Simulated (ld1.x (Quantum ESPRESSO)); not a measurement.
**Reading a pseudo-wave (strontium)**

Columns: radius, all-electron u(r) and pseudo u(r) of the 4d shell (level -1.32 eV) of strontium in the configuration [Ar] 3d10 4s2 4p6 4d0 5s2 5p0; PW91, scalar-relativistic, TM scheme, ld1.x (Quantum ESPRESSO) 7.5.

```tsv
r (bohr)	all-electron	pseudo
0.118	0.0753	-0.0009
0.235	0.1816	-0.0070
0.353	0.1981	-0.0228
0.470	0.1430	-0.0504
0.588	0.0535	-0.0907
0.705	-0.0441	-0.1411
0.822	-0.1378	-0.1983
0.940	-0.2225	-0.2581
1.058	-0.2953	-0.3158
1.175	-0.3552	-0.3671
1.292	-0.4035	-0.4106
1.410	-0.4417	-0.4459
1.528	-0.4706	-0.4729
1.645	-0.4914	-0.4926
1.763	-0.5060	-0.5064
1.880	-0.5152	-0.5153
1.998	-0.5201	-0.5201
2.115	-0.5217	-0.5217
2.232	-0.5205	-0.5205
2.350	-0.5172	-0.5172
2.468	-0.5124	-0.5124
2.585	-0.5064	-0.5064
2.702	-0.4995	-0.4995
2.820	-0.4920	-0.4920
2.938	-0.4840	-0.4840
3.055	-0.4759	-0.4759
```

Q: How many radial nodes do the two functions have?

A: The all-electron 4d function has n − l − 1 = 1; the pseudo-wave has 0, since the states of the same l below it are removed with the core.

Q: At about which radius was the pseudo-wave matched?

A: 2.15 bohr. The columns agree to 0.0005 from 1.76 bohr on; several derivatives are matched, so the curves merge somewhat inside the radius.

Q: Where does each function peak?

A: Outermost all-electron maximum near 2.12 bohr, pseudo maximum near 2.12 bohr (to the table’s step).

Q: Is the pseudo-wave norm-conserving?

A: Yes: the TM scheme keeps the norm inside the radius equal to the all-electron one, which fixes the energy derivative of the logarithmic derivative at the level.
